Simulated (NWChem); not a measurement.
Molecule: GeH₃O₃, doublet; SMILES [OH][Ge]([OH])[OH]

```xyz
7

O      1.6467     0.0000     0.3745
Ge     0.0000     0.0000    -0.3018
O     -0.8234     1.4261     0.3745
O     -0.8234    -1.4261     0.3745
H      2.1045     0.8359     0.2231
H     -1.7761     1.4046     0.2231
H     -0.3284    -2.2405     0.2231
```
Atoms are numbered in this order, from 1.

All runs: NWChem. Pople sets run with spherical d functions. Spin-unrestricted. In the optimisation the excess spin sits in a (C3, its own frame). The geometry was optimised at PBE0/def2-SVP, spin-unrestricted. No stability test was run on the SCF state.

For level B3LYP/3-21G:

```yaml
highest occupied level (eV): -5.42
lowest empty minus highest occupied level, either spin (eV): 2.47
```

Problem. How do the values read with level B3LYP/6-311G** instead?

Solution. 
- highest occupied level (eV): -6.11
- lowest empty minus highest occupied level, either spin (eV): 2.69
